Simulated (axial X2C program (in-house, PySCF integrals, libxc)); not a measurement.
Spectroscopic constants of TiF⁻

Calculated with an in-house all-electron X2C program for linear molecules (integrals from PySCF). Spin-free means the one-electron spin-free X2C Hamiltonian; two-component (2c) means X2C with spin–orbit coupling and atomic mean-field two-electron Coulomb and Gaunt terms, so the difference of the two also holds small scalar two-electron terms. Basis: Ti dyall-acv3z [11s11p7d4f2g], F dyall-av3z [7s6p3d2f] (cores contracted in-house); Gaussian nuclei, density fitting, unrestricted open shells. Masses: Ti 47.948 u, F 18.998 u.

State, spin-free: M_S = 1, Λ = 0 (beyond evenly filled blocks: δ+α, δ-α); electrons by block: σα: 9, σβ: 9, π+α: 3, π+β: 3, π-α: 3, π-β: 3, δ+α: 1, δ-α: 1. Fragments: Ti + F-.

State, 2c: Ω = 1 (⟨Sz⟩ = 1.00, ⟨Lz⟩ = 0.00 at PBE0); electrons by block: 1/2: 12, -1/2: 12, 3/2: 3, -3/2: 4, 5/2: 1. Fragments: Ti + F-.

```
Hamiltonian    level  Re (Å)  ωe (cm⁻¹)  ωexe (cm⁻¹)  Be (cm⁻¹)  αe (cm⁻¹)  De (eV)  μ (D)
  spin-free     PBE0   1.816      627.7         3.99     0.3757    0.00315     3.71   4.13
  spin-free       HF   1.864      602.4         3.61     0.3566    0.00286     2.82   5.84
  spin-free     CCSD   1.865      599.1         3.75     0.3562    0.00293     3.10    n/a
  spin-free  CCSD(T)   1.862      600.7         3.84     0.3573    0.00296     3.10    n/a
  spin-free   PBEsol   1.788      655.0         4.19     0.3874    0.00323      n/a   4.12
         2c     PBE0   1.816      627.7            4     0.3757    0.00315      n/a   4.14
```

Correlated methods: 12 electrons correlated (number of frozen shells: Ti 3 s, 2 p; F 1 s), 296 virtual spin orbitals or spinors in MP2, 90 natural virtuals in coupled cluster.

Dipoles are positive if F is the positive end and refer to the centre of mass.

The state is one determinant whose occupation by symmetry is held fixed; it was picked as the lowest of a PBE0 search that is not exhaustive. Dissociation energies refer to the lowest single-determinant-based atoms at the same level and basis. De is not given where an atomic determinant may have missed its ground term or J level, or where the truncated virtual space spoils (T). Density functionals use the spin component along the axis (collinear). Coupled cluster ran in a truncated set of natural virtual spinors; the MP2 energy of the rest was added. (T) has no such correction and the atoms are truncated less, which lowers De at CCSD(T) by a hundredth of an eV or more. Other states lie close and PBE0, whose exact exchange favours high spin, may order them wrongly; the determinant shown need not be the ground state. The nearest other spin-free determinant of the search, M_S = 1, Λ = 3, lies 0.22 eV up at the distance of the search. Without a current term, density functionals place determinants with orbital angular momentum somewhat too high. With several unpaired electrons one determinant need not be a pure state. The outer-core s and p shells of the metal are frozen in the correlated rows, which leaves out core–valence correlation; for alkali and alkaline-earth bonds that tends to lengthen them. Open-shell Ω = 0 determinants with evenly filled partner blocks cannot be reached by this program, so the Ω shown need not be the lowest component. At some level and bond length an empty orbital lies below a filled one. The highest occupied level of some functionals is positive through self-interaction error; at Hartree–Fock it is bound. The determinant is spin-polarised beyond a pure state at some levels (its spin-free form has ⟨S²⟩ too high), which makes Re and μ there less reliable. The T1 diagnostic is large, a sign of multireference character. Hartree–Fock gets electron affinities wrong, so its lowest charge split need not be the true one.

No reliable constants came from CCSD (2c), CCSD(T) (2c), HF (2c), MP2 (2c), MP2 (spin-free), PBEsol (2c): no minimum in range, unconverged points, a curve that is not smooth, a change of character along it, or the two Hamiltonians disagreeing along it.

Rough cost a point (2c) on 1 thread(s) of a shared host, integrals apart: PBE0 1.4 s.

The whole task took 3.5 min on 1 thread of Arm Neoverse V2 (shared host).
